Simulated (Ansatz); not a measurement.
Basis-set series for `BC(B)=C=C`. Charge 0, multiplicity 1. Geometry: relaxed with PBE0-D4/def2-TZVP.

| functional | basis | functions | energy (Eh) | HOMO (eV) | LUMO (eV) |
| --- | --- | --- | --- | --- | --- |
| PBE0-D4 | def2-SVP | 100 | -167.18703 | -7.80 | -2.32 |
| PBE0-D4 | def2-QZVPP | 465 | -167.37900 | -7.84 | -2.38 |
| ωB97M-V | def2-SVP | 100 | -167.30752 | -9.99 | -0.22 |
| ωB97M-V | def2-QZVPP | 465 | -167.51064 | -10.04 | -0.38 |

Q: Give the rows for def2-TZVPP. (Best estimate.)

A: The calculation gave: 
| functional | basis | functions | energy (Eh) | HOMO (eV) | LUMO (eV) |
| --- | --- | --- | --- | --- | --- |
| PBE0-D4 | def2-TZVPP | 239 | -167.36938 | -7.83 | -2.37 |
| ωB97M-V | def2-TZVPP | 239 | -167.50185 | -10.04 | -0.34 |

All numbers were calculated with Ansatz.
